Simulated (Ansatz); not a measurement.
Calculated with Ansatz (gas phase, PBE0-D4/def2-TZVP geometries, no zero-point term in ΔE). CCSD(T)/CBS is the MP2 limit (def2-TZVPP, def2-QZVPP) plus CCSD(T) − MP2 in def2-TZVPP, frozen cores. DFT in def2-TZVPP. Elements past krypton have def2 core potentials. For Br, Sn outer-core shells are correlated without core-valence functions, which leaves a few kJ/mol of doubt a bond. Scalar relativity is left out up to krypton. Each species was taken in one conformer, which may not be the lowest.

`C[CH2][Sn][F]` + `F[Si](F)(Br)Br` → `C[CH2][Sn][Br]` + `F[Si](F)(F)Br`  (redistribution)

CCSD(T)/CBS gives -112.0 kJ/mol.

(1) Another level gave -133.8 kJ/mol. Which?
A. BHLYP/def2-TZVPP
B. r2SCAN-D4/def2-TZVPP
C. ωB97X-V/def2-TZVPP
D. HF/def2-TZVPP

(2) What do rigid-rotor, harmonic-oscillator terms from PBE0-D4/def2-TZVP frequencies (298.15 K, 1 bar) make of the CCSD(T)/CBS value? (Best estimate.)

Largest T1 diagnostic among the species: 0.015.

Answers

(1) D. HF/def2-TZVPP -133.8, r2SCAN-D4 -107.3, BHLYP -120.1, ωB97X-V -102.3 kJ/mol.

(2) Ansatz gave: ΔZPE = +3.0 kJ/mol, ΔH = -109.6 kJ/mol, ΔS = -6 J/(mol·K), ΔG = -107.8 kJ/mol. Modes under 50 cm⁻¹ make the entropy rough.

In def2-TZVPP, CCSD(T) changes the Hartree–Fock value by +18.1 kJ/mol (the triples alone add +3.1 kJ/mol) and MP2 by +17.5 kJ/mol. From PBE to PBE0 (25 % exact exchange), in def2-TZVPP and without D4, ΔE moves by −11.4 kJ/mol. At CCSD(T), def2-SVP lies +3.8 kJ/mol from the extrapolated value and def2-TZVPP −3.7 kJ/mol.
